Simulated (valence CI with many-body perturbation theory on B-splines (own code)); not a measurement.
**E1 line list for Eu57+**

Calculated by valence CI with perturbative core correlation (CI+MBPT): four valence electrons over a frozen Dirac-Fock core [He], a basis of 11 s, 11 p, 9 d, 7 f, 5 g, 2 h, 1 i functions for each j, with the one-electron correlation potential Σ1, the two-electron term Σ2, the three-electron term Σ3, Breit, model QED; selected CI, second order for the rest (own B-spline code, finite nucleus).

The last digits are not significant, and no measured levels were compared; by estimate large intervals hold to a few tenths of a per cent, small ones and those within an open d or f shell to about a per cent. Among the levels kept, up to 260 cm⁻¹ of a level comes from second order outside the variational space, and about a tenth of that is noise between levels of different J, which matters for small intervals.

Lines 151 to 200 of 251 in falling wavelength, among levels below 8509.4 eV, chosen from the strongest by gf and those to the six lowest levels. Wavelengths and rates use the calculated energies. Electric multipoles are in the length gauge, E1 and E2 with the static RPA response of the core. Weak lines are less certain than strong ones. Lines between different terms over intervals too small for the method are left out, as are lines whose strength nearly cancels. The highest levels of a list are the least certain.

Levels are named by their leading jj configuration (3d3/2^4 stands for four electrons in 3d with j = 3/2), which in mixed levels can hold well under half, so a name can repeat and another be missing. Letters in brackets count levels of one name in rising energy.

| λ vac (Å) | Upper | Lower | A (s⁻¹) | log gf | Branch % |
| --- | --- | --- | --- | --- | --- |
| 1.794 | (2s 2p1/2 2p3/2 3d5/2) J=3 [b] | (2s 2p1/2 2p3/2^2) J=2 [a] | 1.13e+14 | -0.42 | 14.6 |
| 1.794 | (2s 2p1/2 2p3/2 3p3/2) J=3 [a] | (2s^2 2p3/2^2) J=2 | 2.51e+14 | -0.07 | 98.2 |
| 1.793 | (2s^2 2p3/2 3d5/2) J=1 | (2s^2 2p3/2^2) J=2 | 4.51e+13 | -1.19 | 6.9 |
| 1.792 | (2s 2p1/2 2p3/2 3d3/2) J=2 [d] | (2s 2p1/2 2p3/2^2) J=2 [a] | 6.48e+13 | -0.81 | 8.4 |
| 1.792 | (2s 2p1/2 2p3/2 3p3/2) J=1 [a] | (2s^2 2p3/2^2) J=2 | 2.10e+13 | -1.52 | 5.0 |
| 1.789 | (2s 2p1/2 2p3/2 3p3/2) J=2 [a] | (2s^2 2p3/2^2) J=2 | 3.57e+12 | -2.07 | 2.0 |
| 1.785 | (2s 2p1/2 2p3/2 3p3/2) J=2 [b] | (2s^2 2p3/2^2) J=2 | 3.53e+12 | -2.07 | 2.2 |
| 1.779 | (2s 2p1/2 2p3/2 3p3/2) J=3 [b] | (2s^2 2p3/2^2) J=2 | 8.51e+12 | -1.55 | 4.8 |
| 1.774 | (2s 2p1/2^2 3p3/2) J=2 | (2s^2 2p1/2 2p3/2) J=1 | 1.29e+13 | -1.52 | 89.1 |
| 1.767 | (2s 2p1/2 2p3/2 3p3/2) J=3 [c] | (2s^2 2p3/2^2) J=2 | 6.43e+12 | -1.68 | 5.3 |
| 1.764 | (2s 2p1/2 2p3/2 3p3/2) J=2 [e] | (2s^2 2p3/2^2) J=2 | 1.72e+12 | -2.40 | 1.3 |
| 1.749 | (2s 2p1/2 2p3/2 3s) J=2 [b] | (2s 2p1/2^2 2p3/2) J=1 | 4.11e+12 | -2.03 | 3.0 |
| 1.744 | (2s 2p1/2 2p3/2 3s) J=2 [a] | (2s 2p1/2^2 2p3/2) J=2 | 1.94e+13 | -1.35 | 27.1 |
| 1.739 | (2s 2p1/2 2p3/2 3s) J=1 [a] | (2s 2p1/2^2 2p3/2) J=2 | 1.99e+13 | -1.57 | 14.1 |
| 1.738 | (2s 2p1/2 2p3/2 3s) J=1 [b] | (2s 2p1/2^2 2p3/2) J=1 | 2.20e+13 | -1.52 | 17.8 |
| 1.738 | (2s 2p1/2 2p3/2 3s) J=0 | (2s 2p1/2^2 2p3/2) J=1 | 2.66e+13 | -1.92 | 17.4 |
| 1.736 | (2s 2p1/2 2p3/2 3s) J=3 | (2s 2p1/2^2 2p3/2) J=2 | 2.52e+13 | -1.10 | 33.3 |
| 1.736 | (2s 2p1/2 2p3/2 3s) J=2 [c] | (2s 2p1/2^2 2p3/2) J=1 | 1.62e+13 | -1.44 | 22.3 |
| 1.731 | (2s^2 2p1/2 3s) J=1 | (2s^2 2p1/2^2) J=0 | 2.84e+13 | -1.42 | 21.9 |
| 1.731 | (2s 2p1/2 2p3/2 3s) J=2 [b] | (2s 2p1/2^2 2p3/2) J=2 | 9.62e+12 | -1.67 | 7.0 |
| 1.730 | (2s^2 2p3/2 3p3/2) J=1 | (2s 2p1/2^2 2p3/2) J=1 | 1.20e+13 | -1.79 | 34.8 |
| 1.728 | (2s^2 2p3/2 3s) J=2 | (2s^2 2p1/2 2p3/2) J=2 | 1.72e+13 | -1.42 | 20.8 |
| 1.726 | (2s^2 2p3/2 3s) J=1 | (2s^2 2p1/2 2p3/2) J=2 | 2.65e+13 | -1.45 | 16.6 |
| 1.725 | (2s^2 2p3/2 3p3/2) J=2 | (2s 2p1/2^2 2p3/2) J=1 | 4.77e+12 | -1.97 | 40.8 |
| 1.724 | (2s^2 2p3/2 3s) J=2 | (2s^2 2p1/2 2p3/2) J=1 | 1.15e+13 | -1.59 | 14.0 |
| 1.722 | (2s^2 2p3/2 3s) J=1 | (2s^2 2p1/2 2p3/2) J=1 | 6.92e+12 | -2.03 | 4.3 |
| 1.719 | (2s^2 2p3/2 3p3/2) J=0 | (2s 2p1/2^2 2p3/2) J=1 | 6.32e+12 | -2.55 | 53.4 |
| 1.714 | (2s^2 2p3/2 3p3/2) J=3 | (2s 2p1/2^2 2p3/2) J=2 | 4.36e+12 | -1.87 | 60.4 |
| 1.708 | (2s^2 2p3/2 3p3/2) J=2 | (2s 2p1/2^2 2p3/2) J=2 | 2.43e+12 | -2.27 | 20.8 |
| 1.676 | (2s 2p1/2 2p3/2 3p1/2) J=1 [a] | (2s^2 2p1/2 2p3/2) J=2 | 1.98e+13 | -1.60 | 22.5 |
| 1.672 | (2s 2p1/2 2p3/2 3p1/2) J=1 [a] | (2s^2 2p1/2 2p3/2) J=1 | 6.72e+13 | -1.07 | 76.2 |
| 1.671 | (2p1/2^2 2p3/2 3p1/2) J=1 | (2s 2p1/2^2 2p3/2) J=1 | 7.80e+13 | -1.01 | 7.1 |
| 1.671 | (2s 2p1/2 2p3/2 3d3/2) J=2 [b] | (2s 2p1/2^2 2p3/2) J=1 | 1.49e+14 | -0.51 | 14.2 |
| 1.670 | (2s 2p1/2 2p3/2 3p1/2) J=2 [a] | (2s^2 2p1/2 2p3/2) J=1 | 1.72e+14 | -0.44 | 99.3 |
| 1.668 | (2s 2p1/2 2p3/2 3p1/2) J=3 | (2s^2 2p1/2 2p3/2) J=2 | 2.67e+14 | -0.11 | 99.6 |
| 1.666 | (2p1/2^2 2p3/2 3p1/2) J=2 | (2s 2p1/2^2 2p3/2) J=1 | 1.74e+14 | -0.44 | 48.7 |
| 1.665 | (2s 2p1/2^2 3p1/2) J=1 | (2s^2 2p1/2^2) J=0 | 3.32e+14 | -0.38 | 99.5 |
| 1.664 | (2s 2p1/2 2p3/2 3d3/2) J=1 [b] | (2s 2p1/2^2 2p3/2) J=1 | 4.62e+13 | -1.24 | 14.8 |
| 1.664 | (2s 2p1/2 2p3/2 3d3/2) J=2 [a] | (2s 2p1/2^2 2p3/2) J=2 | 1.89e+14 | -0.41 | 66.6 |
| 1.663 | (2s 2p1/2 2p3/2 3d3/2) J=1 [a] | (2s 2p1/2^2 2p3/2) J=2 | 7.62e+13 | -1.02 | 33.8 |
| 1.662 | (2s 2p1/2 2p3/2 3d3/2) J=3 [a] | (2s 2p1/2^2 2p3/2) J=2 | 2.12e+14 | -0.21 | 88.0 |
| 1.662 | (2s 2p1/2 2p3/2 3d5/2) J=1 [a] | (2s 2p1/2^2 2p3/2) J=1 | 8.01e+13 | -1.00 | 15.6 |
| 1.661 | (2s 2p1/2 2p3/2 3p1/2) J=2 [b] | (2s^2 2p1/2 2p3/2) J=2 | 1.38e+14 | -0.54 | 90.5 |
| 1.660 | (2s 2p1/2 2p3/2 3d3/2) J=2 [c] | (2s 2p1/2^2 2p3/2) J=1 | 2.53e+12 | -2.28 | 1.5 |
| 1.657 | (2s 2p1/2 2p3/2 3p1/2) J=2 [b] | (2s^2 2p1/2 2p3/2) J=1 | 1.27e+13 | -1.58 | 8.3 |
| 1.656 | (2s 2p1/2 2p3/2 3d3/2) J=1 [c] | (2s 2p1/2^2 2p3/2) J=1 | 5.01e+12 | -2.21 | 1.8 |
| 1.655 | (2s 2p1/2 2p3/2 3p1/2) J=1 [b] | (2s^2 2p1/2 2p3/2) J=2 | 8.32e+13 | -0.99 | 27.2 |
| 1.655 | (2s 2p1/2 2p3/2 3d5/2) J=1 [b] | (2s 2p1/2^2 2p3/2) J=1 | 5.03e+14 | -0.21 | 51.9 |
| 1.655 | (2p1/2^2 2p3/2 3p1/2) J=1 | (2s 2p1/2^2 2p3/2) J=2 | 9.86e+14 | 0.08 | 90.3 |
| 1.654 | (2s 2p1/2 2p3/2 3p1/2) J=2 [c] | (2s^2 2p1/2 2p3/2) J=2 | 1.65e+14 | -0.47 | 67.4 |
